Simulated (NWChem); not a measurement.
CaH₅SO₂F; SMILES [OH2]->[Ca](<-[OH2])([F])[SH]

```xyz
10

Ca    -0.1230     0.2898    -0.0216
F     -0.2252     2.3197     0.2571
S      1.0383    -1.9351     1.0012
H      1.4073    -2.4097    -0.2110
O     -1.8072    -1.2855     0.1962
H     -2.6775    -1.6024     0.4561
H     -1.1078    -1.9056     0.5599
O      0.4729     1.4950    -1.9368
H      1.1740     1.7732    -2.5318
H      0.2933     2.2227    -1.2736
```
Atoms are numbered in this order, from 1.

Level: PBE0/def2-SVP (NWChem), optimised geometry, unscaled harmonic frequencies. 

```json
[
 {"frequency (cm⁻¹)": "38", "IR intensity (km/mol)": "8.9"},
 {"frequency (cm⁻¹)": "52", "IR intensity (km/mol)": "6.7"},
 {"frequency (cm⁻¹)": "79", "IR intensity (km/mol)": "14.9"},
 {"frequency (cm⁻¹)": "167", "IR intensity (km/mol)": "17.3"},
 {"frequency (cm⁻¹)": "185", "IR intensity (km/mol)": "86.0"},
 {"frequency (cm⁻¹)": "204", "IR intensity (km/mol)": "180.3"},
 {"frequency (cm⁻¹)": "227", "IR intensity (km/mol)": "18.8"},
 {"frequency (cm⁻¹)": "257", "IR intensity (km/mol)": "86.4"},
 {"frequency (cm⁻¹)": "283", "IR intensity (km/mol)": "41.6"},
 {"frequency (cm⁻¹)": "300", "IR intensity (km/mol)": "52.7"},
 {"frequency (cm⁻¹)": "352", "IR intensity (km/mol)": "47.5"},
 {"frequency (cm⁻¹)": "377", "IR intensity (km/mol)": "28.5"},
 {"frequency (cm⁻¹)": "525", "IR intensity (km/mol)": "97.4"},
 {"frequency (cm⁻¹)": "561", "IR intensity (km/mol)": "81.5"},
 {"frequency (cm⁻¹)": "596", "IR intensity (km/mol)": "288.9"},
 {"frequency (cm⁻¹)": "818", "IR intensity (km/mol)": "73.6"},
 {"frequency (cm⁻¹)": "900", "IR intensity (km/mol)": "190.6"},
 {"frequency (cm⁻¹)": "1563", "IR intensity (km/mol)": "159.4"},
 {"frequency (cm⁻¹)": "1580", "IR intensity (km/mol)": "165.1"},
 {"frequency (cm⁻¹)": "2698", "IR intensity (km/mol)": "10.9"},
 {"frequency (cm⁻¹)": "3171", "IR intensity (km/mol)": "910.5"},
 {"frequency (cm⁻¹)": "3244", "IR intensity (km/mol)": "534.2"},
 {"frequency (cm⁻¹)": "3936", "IR intensity (km/mol)": "138.8"},
 {"frequency (cm⁻¹)": "3957", "IR intensity (km/mol)": "130.0"}
]
```

```json
{
  "zero_point_energy": "37.3 kcal/mol",
  "thermal correction to the enthalpy at 298.15 K (with zero-point energy)": "44.3 kcal/mol",
  "heat capacity Cv": "32.1 cal/(mol K)",
  "entropy at 298.15 K and 1 atm (symmetry number 1)": "100.6 cal/(mol K)",
  "dipole_moment": "4.27 D"
}
```

Rigid rotor and harmonic oscillator; modes under 100 cm⁻¹ make the entropy uncertain.
